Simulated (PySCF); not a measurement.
C6H7N.
Numbering: `[CH:1]#[C:2]/[C:3]([CH:4]=[CH2:5])=[N:6]\[CH3:7]` (hydrogens: H8 on C1; H9 on C4; H10, H11 on C5; H12, H13, H14 on C7)

Cartesian coordinates in Å at the GFN2-xTB level; atoms count from 1:
```
atom  x, y, z in Å
C1     0.5000    2.0180    0.8983
C2     0.1431    0.9702    0.4309
C3    -0.1364   -0.3109   -0.1399
C4    -1.5342   -0.6805   -0.3350
C5    -2.5579    0.1003   -0.0132
N6     0.7649   -1.1423   -0.4877
C7     2.1530   -0.8354   -0.3224
H8     0.7627    2.9471    1.3119
H9    -1.6773   -1.6585   -0.7713
H10   -3.5773   -0.2067   -0.1734
H11   -2.4091    1.0758    0.4221
H12    2.4362    0.0600   -0.8846
H13    2.4021   -0.6524    0.7277
H14    2.7297   -1.6853   -0.6857
```

PySCF, density fitting, gas phase, GFN2-xTB geometry. The standard run uses grid level 2 after a coarse-grid start, the def2-universal JK fitting basis (with tight functions added where the orbital basis needs them), an energy threshold of 1e-9 Eh and DIIS. The changed runs have no coarse-grid stage.

**Question.** Standard PBE0/def2-SVPD: E = -286.939020 Eh, HOMO -7.393 eV, LUMO -1.705 eV, dipole 1.803 D, 14 cycles (coarse-grid cycles included). What changes at PBE0/def2-SVPD with: energy threshold 1e-07 Eh?

**Answer.** E = -286.939020 Eh (0.000 mEh), HOMO -7.393 eV (0.000), LUMO -1.705 eV (0.000), dipole 1.803 D (0.000), 10 SCF cycles. The result matches the standard run within 0.02 mEh and 0.003 eV; such settings steer the iterations and don't enter the energy expression.

The cycles:
```
cycle   1  E = -286.8984501522  dE =  9.168e-01  |g| = 3.894e-01  |ddm| = 1.113e+01
cycle   2  E = -286.8895137822  dE =  8.936e-03  |g| = 4.585e-01  |ddm| = 2.886e+00
cycle   3  E = -286.9335384755  dE = -4.402e-02  |g| = 1.513e-01  |ddm| = 1.396e+00
cycle   4  E = -286.9385624114  dE = -5.024e-03  |g| = 4.207e-02  |ddm| = 3.582e-01
cycle   5  E = -286.9389729685  dE = -4.106e-04  |g| = 1.314e-02  |ddm| = 1.254e-01
cycle   6  E = -286.9390140680  dE = -4.110e-05  |g| = 4.905e-03  |ddm| = 4.288e-02
cycle   7  E = -286.9390197852  dE = -5.717e-06  |g| = 1.513e-03  |ddm| = 1.058e-02
cycle   8  E = -286.9390202782  dE = -4.930e-07  |g| = 6.430e-04  |ddm| = 3.077e-03
cycle   9  E = -286.9390203804  dE = -1.022e-07  |g| = 1.395e-04  |ddm| = 1.117e-03
cycle  10  E = -286.9390203856  dE = -5.194e-09  |g| = 2.791e-05  |ddm| = 4.763e-04
```
